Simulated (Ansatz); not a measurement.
`CB[SiH](C)Cl` → `BCC[SiH2]Cl`  (isomerisation)

Program: Ansatz. Geometries: PBE0-D4/def2-TZVP. ΔE: electronic, gas phase. CCSD(T)/CBS is the MP2 limit (def2-TZVPP, def2-QZVPP) plus CCSD(T) − MP2 in def2-TZVPP, frozen cores. Each species was taken in one conformer, which may not be the lowest.

`CB[SiH](C)Cl`:

```xyz
13

C    -0.234   -0.953   -2.057
B     0.581   -0.626   -0.785
Si    0.165    0.905    0.457
C    -0.123    0.352    2.219
Cl   -1.534    1.921   -0.184
H     0.298   -0.378   -2.838
H    -1.260   -0.583   -2.067
H    -0.192   -1.995   -2.382
H     1.565   -1.270   -0.533
H     1.269    1.908    0.427
H     0.772   -0.141    2.608
H    -0.351    1.209    2.856
H    -0.957   -0.350    2.279
```

`BCC[SiH2]Cl`:

```xyz
13

B     2.223    0.471    0.233
C     0.772    0.001    0.502
C    -0.186   -0.117   -0.685
Si   -1.961   -0.427   -0.208
Cl   -2.616    1.122    0.990
H     2.522    1.010   -0.796
H     3.056    0.356    1.086
H     0.753   -0.899    1.130
H     0.416    0.790    1.194
H    -0.146    0.788   -1.300
H     0.121   -0.939   -1.343
H    -2.098   -1.674    0.586
H    -2.857   -0.483   -1.390
```

```tsv
species	CCSD(T)/CBS(def2) energy (Eh)
`CB[SiH](C)Cl`	-854.62010
`BCC[SiH2]Cl`	-854.60427
```

**Question.** Work out ΔE.

**Answer.** ΔE = (-854.60427) − (-854.62010) = 0.01583 Eh = +9.9 kcal/mol.

Largest T1 diagnostic among the species: 0.010.

In def2-TZVPP, CCSD(T) changes the Hartree–Fock value by +1.8 kcal/mol (the triples alone add +0.2 kcal/mol) and MP2 by +0.9 kcal/mol. From PBE to PBE0 (25 % exact exchange), in def2-TZVPP and without D4, ΔE moves by −0.9 kcal/mol.
